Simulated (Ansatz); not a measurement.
Cost and result for the atomization energy of `BN([SiH2][SiH3])[Si](C)(C)C` (24 atoms, 23 bonds).

Cartesian coordinates in Å:
```
B 0.584 -2.143 -0.032
N 0.076 -0.866 -0.326
Si -1.547 -0.831 -1.002
Si -3.153 -1.219 0.656
Si 0.955 0.643 -0.023
C 2.517 0.299 0.932
C 1.366 1.429 -1.667
C -0.161 1.768 0.971
H 1.675 -2.284 0.441
H -0.094 -3.111 -0.259
H -1.783 0.515 -1.597
H -1.665 -1.833 -2.094
H -2.919 -2.537 1.305
H -4.525 -1.206 0.077
H -3.069 -0.160 1.699
H 3.212 -0.329 0.370
H 3.019 1.247 1.146
H 2.311 -0.196 1.884
H 2.011 0.775 -2.259
H 0.467 1.636 -2.251
H 1.893 2.376 -1.520
H -0.423 1.314 1.930
H 0.343 2.716 1.176
H -1.089 1.997 0.442
```

The species carries charge 0 and has multiplicity 1. All single points use the PBE0-D4/def2-TZVP geometry. It is one conformer, not always the lowest. Program: Ansatz. All runs use 4 threads of an AMD EPYC 7R13 on a shared host and a share of an NVIDIA H100 80 GB. Times are those of one run each, without the atoms' runs, and a repeat can differ threefold. Electronic energies, without spin–orbit coupling; frozen cores. CCSD(T)/CBS adds CCSD(T) − MP2 in def2-TZVPP to the MP2 limit, and its time is that of the two runs behind it. T1 = 0.012. HSE06 is the plane-wave form, built on full-range PBE exchange.

CCSD(T)/CBS is a level of theory with its own doubt, some kJ/mol a heavy atom from the limit and from the frozen cores, so smaller differences don't rank the functionals.

| level | functions | wall time | atomization (kJ/mol) | difference from CCSD(T)/CBS | per bond |
| --- | --- | --- | --- | --- | --- |
| revPBE-D4/def2-TZVPP | 505 | 2 s | 8557.2 | -99.6 | -4.3 |
| CCSD(T)/def2-SVP | 204 | 2.4 s | 8186.4 | -470.4 | -20.5 |
| HSE06-D4/def2-TZVPP | 505 | 2.7 s | 8654.1 | -2.7 | -0.1 |
| ωB97X-V/def2-TZVPP | 505 | 3.2 s | 8705.7 | 48.9 | 2.1 |
| PBE0-D4/def2-TZVPP | 505 | 3.6 s | 8650.8 | -6.0 | -0.3 |
| PBE-D4/def2-TZVPP (with forces) | 505 | 3.8 s | 8703.6 | 46.8 | 2.0 |
| r2SCANh-D4/def2-TZVPP | 505 | 3.8 s | 8646.8 | -10.0 | -0.4 |
| B2PLYP/def2-TZVPP | 505 | 4.2 s | 8557.7 | -99.1 | -4.3 |
| B97M-V/def2-TZVPP | 505 | 4.5 s | 8696.4 | 39.6 | 1.7 |
| MP2/def2-QZVPP | 975 | 6 s | 8609.0 | -47.8 | -2.1 |
| ωB97M-V/def2-TZVPP (with forces) | 505 | 9.5 s | 8690.4 | 33.6 | 1.5 |
| CCSD(T)/def2-TZVPP | 505 | 34 s | 8456.5 | -200.3 | -8.7 |
| CCSD(T)/CBS(def2) | – | 40 s | 8656.8 | 0.0 | 0.0 |

In def2-TZVPP, CCSD(T) changes the Hartree–Fock value by +1860.8 kJ/mol (the triples alone add +92.8 kJ/mol) and MP2 by +1894.2 kJ/mol; breaking electron pairs costs correlation energy, which Hartree–Fock lacks. Leaving LDA and LC-ωPBE aside and taking each functional with its dispersion term where it has one, the values, not all of them listed here, spread over 158.9 kJ/mol, from BHLYP-D4 to CAM-B3LYP-D4. LDA lies +1020.5 kJ/mol from PBE without D4, its usual overbinding. From r2SCAN to r2SCAN0 (25 % exact exchange), in def2-TZVPP and without D4, the atomization energy moves by −64.0 kJ/mol: exact exchange takes away binding that semilocal exchange gives to molecules.
